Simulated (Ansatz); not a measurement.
Born–Oppenheimer molecular dynamics of F2H5NSi2 (10 atoms, charge 0, multiplicity 1). It starts from a relaxed structure.

All numbers below come from RKS B3LYP/STO-3G (Ansatz 0.2.0).

| Property | Result |
| --- | --- |
| ensemble | NVT, Nosé–Hoover chain |
| time step | 0.5 fs |
| steps asked | 166 |
| set temperature | 1000 K |
| thermostat | time constant 100 fs, chain length 3 (defaults) |
| seed | 979330 |

First frame:

```xyz
10
Properties=species:S:1:pos:R:3
Si 0.025 -0.077 -0.054
Si 0.047 0.006 2.241
H -1.229 -0.379 2.801
H 1.053 -0.882 2.781
H 0.353 1.340 2.708
N 1.591 0.057 -0.888
H 2.272 -0.666 -0.546
H 2.063 0.973 -0.678
F -0.903 1.121 -0.680
F -0.622 -1.492 -0.573
```

Q: How far do the bonds stretch over the last three quarters of this one trajectory? (Pairs bonded in most of those frames.)

A: 
| bond | mean (Å) | spread (Å) | shortest | longest |
| --- | --- | --- | --- | --- |
| Si1–Si2 | 2.308 | 0.082 | 2.21 | 2.43 |
| Si1–N6 | 1.742 | 0.052 | 1.68 | 1.88 |
| Si1–F9 | 1.649 | 0.028 | 1.61 | 1.69 |
| Si1–F10 | 1.647 | 0.044 | 1.57 | 1.70 |
| Si2–H3 | 1.451 | 0.031 | 1.41 | 1.50 |
| Si2–H4 | 1.449 | 0.022 | 1.42 | 1.48 |
| Si2–H5 | 1.450 | 0.025 | 1.41 | 1.49 |
| N6–H7 | 1.051 | 0.040 | 0.99 | 1.13 |
| N6–H8 | 1.044 | 0.037 | 0.99 | 1.11 |

Mean temperature of the second half: 720 K. The conserved energy stayed within 0.5 meV per atom of its start (net change 0.3 meV per atom), so the integration is sound. The mean temperature of the second half is 28 % below the set value. A run of 0.083 ps of so small a system gives no equilibrium averages. Limits of this set-up: minimal basis.

The run took 6.3 min on 1 thread of Arm Neoverse V1, with other jobs on the host, peak memory 0.1 GiB.
